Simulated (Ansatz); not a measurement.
Worked example: InH2Cl + HOI → InH2(OH) + ICl

Species: InH2Cl `[Cl][InH2]`, singlet; HOI (hypoiodous acid) `OI`, singlet; InH2(OH), singlet; ICl (iodine monochloride), singlet. The partners trade Cl for OH: In–Cl and I–OH bonds give way to In–OH and I–Cl.

Shapes, held fixed at every level: PBE0-D4/def2-TZVP. Programs: Ansatz 0.2.0. The zero-point and thermal change to 298 K, harmonic and unscaled (PBE0-D4/def2-TZVP), is +0.3 kJ/mol.

At CCSD(T)/def2-TZVPP; 1 Eh = 2625.50 kJ/mol:

```
 species  energy (Eh)
  InH2Cl  -650.439428
     HOI  -372.835641
InH2(OH)  -266.411415
     ICl  -756.856014
```

Question: Work out ΔH(298 K) of the reaction at this level.

Answer: 
1. Products less reactants: (-266.411415) + (-756.856014) − [(-650.439428) + (-372.835641)] = 0.007640 Eh = +20.1 kJ/mol.
2. With the thermal change: +20.1 + (+0.3) = +20.4 kJ/mol.

Other levels give +18.6 (MP2/def2-TZVPP) to +24.6 kJ/mol (MP2/def2-SVP). No measured value is set beside it here. For atoms past krypton def2 sets carry core potentials with scalar relativity. Outer-core shells of I, In are correlated, in sets that cover them unevenly.
